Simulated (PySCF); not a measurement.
## ECD: `C=C(F)/C(F)=C/[Se]C`, C5H6F2Se

Cartesian coordinates in Å; atom numbers follow the order of the lines, from 1:
```xyz
14

C    -2.783    0.303    0.980
C    -1.750    0.882    0.366
F    -1.888    2.060   -0.249
C    -0.396    0.347    0.285
F    -0.256   -0.829    0.908
C     0.621    0.952   -0.346
Se    2.411    0.465   -0.574
C     2.484   -1.309    0.209
H    -3.760    0.786    0.988
H    -2.648   -0.657    1.476
H     0.389    1.910   -0.817
H     3.516   -1.649    0.047
H     1.788   -1.986   -0.301
H     2.267   -1.275    1.282
```

Computed, not measured: PySCF 2.14.0, TDDFT CAM-B3LYP/aug-cc-pVDZ circular dichroism and optical rotation, one conformer, IEF-PCM ethanol (non-equilibrium linear response, no local-field factor). Geometry: PBE0-D3(BJ)/def2-SVP.

The calculation is non-relativistic, which matters for the atoms heavier than Zn. No stereocentre is labelled: unless the shape is locked (an allene, a helicene, a hindered biaryl), the mirror image is equally populated and a measured rotation or CD is zero.

(1) List the lowest 12 singlet excitations with oscillator and rotatory strengths.

Answers

(1) Rotatory strengths R in 10⁻⁴⁰ esu² cm², velocity form and length form (origin at the centre of mass); f in length form.
| state | E (eV) | λ (nm) | f | R (velocity) | R (length) | main |
| --- | --- | --- | --- | --- | --- | --- |
| 1 | 4.57 | 271 | 0.732 | +39.0 | +39.3 | HOMO→LUMO 0.96 |
| 2 | 4.87 | 255 | 0.037 | -39.9 | -40.5 | HOMO→LUMO+1 0.41, HOMO→LUMO+2 0.21 |
| 3 | 5.20 | 239 | 0.022 | -9.4 | -9.5 | HOMO→LUMO+1 0.36, HOMO→LUMO+2 0.30 |
| 4 | 5.63 | 220 | 0.001 | -0.8 | -0.8 | HOMO→LUMO+3 0.25, HOMO→LUMO+6 0.23 |
| 5 | 6.05 | 205 | 0.0008 | +5.1 | +5.3 | HOMO→LUMO+3 0.37, HOMO→LUMO+2 0.20 |
| 6 | 6.20 | 200 | 0.0006 | +3.6 | +3.2 | HOMO→LUMO+5 0.67, HOMO→LUMO+6 0.11 |
| 7 | 6.24 | 199 | 0.005 | -1.8 | -0.9 | HOMO→LUMO+6 0.23, HOMO→LUMO+4 0.19 |
| 8 | 6.40 | 194 | 0.227 | +7.7 | +7.6 | HOMO−1→LUMO 0.81 |
| 9 | 6.52 | 190 | 0.021 | -2.4 | -2.4 | HOMO→LUMO+4 0.35, HOMO→LUMO+7 0.27 |
| 10 | 6.85 | 181 | 0.016 | +0.6 | +0.6 | HOMO→LUMO+9 0.24, HOMO→LUMO+7 0.23 |
| 11 | 7.01 | 177 | 0.011 | -0.9 | -0.9 | HOMO→LUMO+9 0.23, HOMO→LUMO+8 0.16 |
| 12 | 7.05 | 176 | 0.008 | +8.0 | +8.3 | HOMO→LUMO+10 0.48, HOMO→LUMO+9 0.11 |

Among the states computed, the strongest CD band (largest |R|) is state 2. The largest dissymmetry factor in size, g = 4R/(D+G), with D and G the electric and magnetic dipole strengths, is +0.085 for state 5 (velocity form, f = 0.0006), among bands with |R| over 0.5. The mirror image has the same energies and oscillator strengths and all R with the opposite sign.
